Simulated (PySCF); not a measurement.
r2SCAN on Sc⁻ (scandium, charge -1), [Ar] 3d2 4s2, high-spin 3F determinant. Computed with PySCF 2.14 in x2c-TZVPPall with one added diffuse shell each of s, p, d, f type (7s6p5d3f1g, 80 functions), with the spin-free X2C one-electron Hamiltonian (Gaussian nucleus).

```
cycle= 1 E= -764.137295209972  delta_E= -0.012  |g|= 0.0414  |ddm|= 0.801
cycle= 2 E= -764.133728778514  delta_E= 0.00357  |g|= 0.0834  |ddm|= 0.313
cycle= 3 E= -764.13839052418  delta_E= -0.00466  |g|= 0.0307  |ddm|= 0.195
cycle= 4 E= -764.139311917203  delta_E= -0.000921  |g|= 0.00578  |ddm|= 0.11
cycle= 5 E= -764.139409494108  delta_E= -9.76e-05  |g|= 0.0093  |ddm|= 0.11
cycle= 6 E= -764.139520629298  delta_E= -0.000111  |g|= 0.00215  |ddm|= 0.0746
cycle= 7 E= -764.139527495691  delta_E= -6.87e-06  |g|= 0.000149  |ddm|= 0.0101
cycle= 8 E= -764.139527542339  delta_E= -4.66e-08  |g|= 6.03e-05  |ddm|= 0.00126
cycle= 9 E= -764.139527545223  delta_E= -2.88e-09  |g|= 2.36e-05  |ddm|= 0.000309
cycle= 10 E= -764.139527546099  delta_E= -8.76e-10  |g|= 2.83e-06  |ddm|= 0.000198
converged SCF energy = -764.139527546099  <S^2> = 2.0401536  2S+1 = 3.0266507
```

Highest occupied orbital energy: 1.805 eV; ⟨L²⟩ = 12.02; populations by l: s 8.00, p 12.00, d 2.00, f 0.00.

Problem. Can this result be used?

Solution. With care. The calculation finished and met its thresholds. The configuration of this anion was assumed by filling the next shell in order. It is not the known or likely ground configuration (Ca⁻, Sr⁻ and Ba⁻, for instance, bind a p electron), so these values are not the electron affinity of the element. At r2SCAN the highest occupied level has a positive energy, so only the finite basis holds that electron.
